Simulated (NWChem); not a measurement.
A series in which one site is exchanged, each optimised at PBE0/def2-SVP with NWChem, gas phase unless a solvent is named. For some, no frequency run checked for a minimum. def2 effective core potentials on Sr, Te, Ba; no spin-orbit coupling.

A: [F][Ca][Cl] (CaClF; site = Ca)
B: [Cl][Sr][F] (SrClF; site = Sr)
C: F[Te]Cl (TeClF; site = Te)
D: [F][Ba][Cl] (BaClF; site = Ba)

| quantity | A | B | C | D |
|---|---|---|---|---|
| orbital gap (eV), PBE0/def2-SVP | 5.88 | 5.46 | (withheld) | 5.31 |
| static polarisability, PBE/def2-SVPD (bohr³) | 42.3 | 46.9 | (withheld) | 55.3 |
| lowest singlet excitation, PBE/def2-SVPD, TDA (eV) | 4.13 | 3.80 | (withheld) | 3.83 |

**Question.** Fill in the missing entries.

**Answer.** 
- orbital gap (eV), PBE0/def2-SVP, C: 3.93
- static polarisability, PBE/def2-SVPD (bohr³), C: 56.1
- lowest singlet excitation, PBE/def2-SVPD, TDA (eV), C: 2.19
